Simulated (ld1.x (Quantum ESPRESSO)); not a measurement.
## Logarithmic derivatives: gold, ultrasoft

* Element: gold (Au)
* Generator: ld1.x (Quantum ESPRESSO) 7.5
* Type: ultrasoft
* Functional: PBE
* Relativity: scalar-relativistic
* Frozen core: [Xe] 4f14
* Valence charge: 11
* Reference configuration: 5d9 6s0 6p0 (charge +2)
* Partial waves: 6s (bound, empty): rcut 1.85, rcutus 2.05 bohr; 6s channel at -0.75 Ry: rcut 1.85, rcutus 2.05 bohr; 6p (bound, empty): rcut 2.70, rcutus 3.10 bohr; 6p channel at -0.45 Ry: rcut 2.70, rcutus 3.10 bohr; 5d (bound): rcut 1.70, rcutus 1.85 bohr; 5d channel at -1.5 Ry: rcut 1.70, rcutus 1.85 bohr
* Local potential: all-electron potential smoothed inside 1.65 bohr (lloc = -1)
* Core correction: Bessel-smoothed model core inside 1.20 bohr
* Augmentation charge: PSQ, radius 1.70 bohr

The phase is arctan(r·u′/u) with u = r·R(r), unwrapped; energies in Ry, scanned from -4 to 5 Ry. A pole is an energy at which the radial function vanishes at the test radius. The pseudo phase is shifted by a multiple of π to meet the all-electron one at the reference energy, and phase errors are pseudo minus all-electron; the curves can meet again beyond the range given. Levels narrower than the energy grid can be missing from the lists of poles. Where the grid stepped over a known ghost or core level, its pole and its step of π were put in at the level’s energy.

```tsv
channel	radius (bohr)	reference energy (Ry)	poles, all-electron	poles, pseudo	unbroken range about the reference energy with phases within 0.05 rad	phase error 1 Ry above the reference energy (rad)
s	3.36	-1.67	-1.22, 3.65	-1.22, 3.54	the whole range	-0.000
p	3.36	-1.07	-0.12	-1.37, -0.12, 4.84	-1.4 to 2.1	+0.000
d	3.36	-2.01	-1.95, 1.74	-1.95, 1.72, 3.56	below 2.9	-0.000
```

Note: ghost states, extra bound levels that the all-electron valence spectrum of the same l lacks: s at -102.8 eV, p at -18.6 eV. A true bound ghost makes a file unfit for plane-wave use.

Phases in the d channel:

| E (Ry) | all-electron | pseudo |
| --- | --- | --- |
| -4.00 | 1.399 | 1.399 |
| -3.52 | 1.382 | 1.382 |
| -3.04 | 1.357 | 1.357 |
| -2.56 | 1.312 | 1.312 |
| -2.08 | 0.574 | 0.574 |
| -1.60 | -1.802 | -1.802 |
| -1.12 | -1.914 | -1.914 |
| -0.64 | -2.121 | -2.122 |
| -0.16 | -2.897 | -2.899 |
| 0.32 | -4.177 | -4.179 |
| 0.80 | -4.517 | -4.519 |
| 1.28 | -4.643 | -4.644 |
| 1.76 | -4.715 | -4.718 |
| 2.24 | -4.771 | -4.779 |
| 2.72 | -4.830 | -4.858 |
| 3.20 | -4.911 | -5.333 |
| 3.68 | -5.079 | -7.925 |
| 4.16 | -5.774 | -8.120 |
| 4.64 | -7.274 | -8.652 |
